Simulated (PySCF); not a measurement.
## Energy of I⁻ (iodine, charge -1) between two integer charges

The 5p beta orbital of [Xe] is emptied in steps (occupation f), with all orbitals relaxed, ending at [Kr] 4d10 5s2 5p5. All numbers are calculated (PySCF 2.14, the spin-free X2C one-electron Hamiltonian (Gaussian nucleus), in aug-cc-pVTZ-DK3). The exact energy is a straight line in f; departures are measured from the line between the end points of the same method.

```tsv
f	UHF (eV)	LDA (eV)	PBE (eV)	PBE0 (eV)	r2SCAN (eV)	LC-wPBE (eV)	BHandHLYP (eV)	MN15 (eV)	r2SCAN0 (eV)
1	0.000	0.000	0.000	0.000	0.000	0.000	0.000	0.000	0.000
0.8	0.170	-0.540	-0.517	-0.352	-0.480	0.049	-0.197	-0.243	-0.325
0.6	0.242	-0.820	-0.784	-0.533	-0.719	0.071	-0.303	-0.370	-0.486
0.4	0.230	-0.829	-0.791	-0.537	-0.717	0.068	-0.310	-0.372	-0.485
0.2	0.146	-0.558	-0.531	-0.360	-0.478	0.045	-0.211	-0.248	-0.323
0	0.000	0.000	0.000	0.000	0.000	0.000	0.000	0.000	0.000
```

**Question.** For LDA, how does the orbital energy at f = 1 compare with the removal energy?

**Answer.** −ε = 0.200 eV against a total-energy difference of 3.525 eV. By Janak's theorem ε = ∂E/∂f, so the gap between them reflects the curvature. Along the path −ε is 1.464 (f = 0.8), 2.793 (f = 0.6), 4.173 (f = 0.4), 5.593 (f = 0.2) eV.

| method | E(f=0) − E(f=1) (eV) | −ε at f=1 (eV) | −ε at f=0.4 (eV) |
| --- | --- | --- | --- |
| UHF | 2.307 | 3.432 | 2.060 |
| LDA | 3.525 | 0.200 | 4.173 |
| PBE | 3.259 | 0.063 | 3.887 |
| PBE0 | 3.250 | 1.073 | 3.681 |
| r2SCAN | 3.277 | 0.285 | 3.879 |
| LC-wPBE | 3.219 | 3.547 | 3.152 |
| BHandHLYP | 3.157 | 1.957 | 3.382 |
| MN15 | 3.160 | 1.668 | 3.464 |
| r2SCAN0 | 3.266 | 1.238 | 3.673 |

Reference removal energy between the ground levels: 3.059 eV (measured; photodetachment measurements, as compiled on the Wikipedia data page of electron affinities). The calculation has no spin-orbit coupling. UHF lacks correlation.
